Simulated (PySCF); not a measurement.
Compound: C₃H₉NOSi₂.
SMILES with atom numbers: `[O:1]=[CH:2][N:3]1[SiH2:4][CH2:5][CH2:6][SiH2:7]1`

Probes without a nucleus sit at each ring's centroid and 1 Å off its mean plane on both sides; NICS is minus the shielding there, NICSzz its component along the normal. Level: GIAO PBE0/pcSseg-1 (PySCF, non-relativistic, gas phase) on the GFN2-xTB geometry, one conformer.

Ring bond lengths (Å), with Mayer bond orders in brackets: N3–Si4 1.772 (0.79), Si4–C5 1.909 (0.89), C5–C6 1.536 (1.02), C6–Si7 1.901 (0.93), Si7–N3 1.748 (0.83).

Q: Give the NICS values of each ring in ppm.

A: 
| ring | type | NICS(0) | NICS(1), two faces | NICS(1)zz, two faces | rms pucker (Å) | centre to ring atoms, mean (Å) |
| --- | --- | --- | --- | --- | --- | --- |
| N3–Si4–C5–C6–Si7 | 5-membered ring with N and 2 Si; formal bonds all single | -4.6 | -3.0 / -2.8 | -0.1 / -0.2 | 0.17 | 1.49 |

Q: What can be read from them?

A: 
- N3–Si4–C5–C6–Si7: mean NICS(1)zz -0.2 ppm, near zero. Si4, C5, C6, Si7 have four or more neighbours, and the NICS criterion for π rings isn't applied.

Q: At the first NICS(1) probe listed for ring N3–Si4–C5–C6–Si7, 1 Å off the ring, what do the in-plane components average?

A: The isotropic value is a third of the trace: (3 × -3.0 − (-0.1))/2 = -4.5 ppm.

Q: Give the inner angles of the rings and the Hirshfeld charges of the ring atoms.

A: 
- N3–Si4–C5–C6–Si7: N3 118.2° (-0.231 e), Si4 95.3° (+0.375 e), C5 109.9° (-0.161 e), C6 108.8° (-0.155 e), Si7 96.0° (+0.389 e); sum 528.2° against 540° for a flat convex ring.

Q: How shielded are the nuclei of the rings and their hydrogens (means over atoms taken as equivalent)?

A: 
| atoms | environment | σ isotropic (ppm) | principal values of the symmetric part, first atom (ppm) |
| --- | --- | --- | --- |
| N3 | amide nitrogen | 141.7 | 31.9, 154.8, 238.2 |
| Si4 (×2) | SiH2 silicon | 376.9 | 335.6, 379.6, 408.3 |
| C5 (×2) | sp3 carbon bound to silicon | 179.7 | 173.4, 178.1, 192.6 |
| H on Si4 (×4) | Si–H hydrogen | 26.74 | 23.0, 24.7, 32.3 |
| H on C5 (×4) | methylene hydrogen | 30.55 | 25.3, 28.0, 38.5 |

On one thread of an Intel Xeon 6975P-C (shared host), this took 18 s wall and 0.82 GiB of memory at its peak. This is the whole shielding run at PBE0/pcSseg-1, SCF included.
